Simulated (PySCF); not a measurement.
C2H5NO2Si, SMILES O[Si@@H]1C=NCO1. Geometry optimised at PBE-D3(BJ)/def2-SVP. The structure was generated by enumeration; whether it is a known compound was not checked. One conformer was computed; it need not be the lowest.

Level of theory: PBE-D3(BJ)/def2-SVP (PySCF 2.14.0).

Harmonic wavenumbers (cm⁻¹): 127, 189, 292, 340, 423, 495, 645, 665, 739, 778, 822, 837, 889, 910, 945, 1029, 1039, 1194, 1257, 1297, 1399, 1596, 2232, 2944, 2983, 3053, 3757. Rotational constants (GHz): 5.859, 2.524, 2.050; symmetry number 1.

Q: Work out the zero-point energy and the ideal-gas rigid-rotor harmonic-oscillator thermochemistry at 298.15 K and 1 atm.

A: ZPE = ½ Σ hcν = ½ × 32877 cm⁻¹ = 196.65 kJ/mol. H − E(el) = 215.60 kJ/mol. Entropy in J/(mol K): translation 166.57, rotation 111.98, vibration 49.07, total 327.62. G − E(el) = 117.92 kJ/mol. Cp = 104.61 J/(mol K). Modes under 150 cm⁻¹ make the vibrational entropy uncertain.
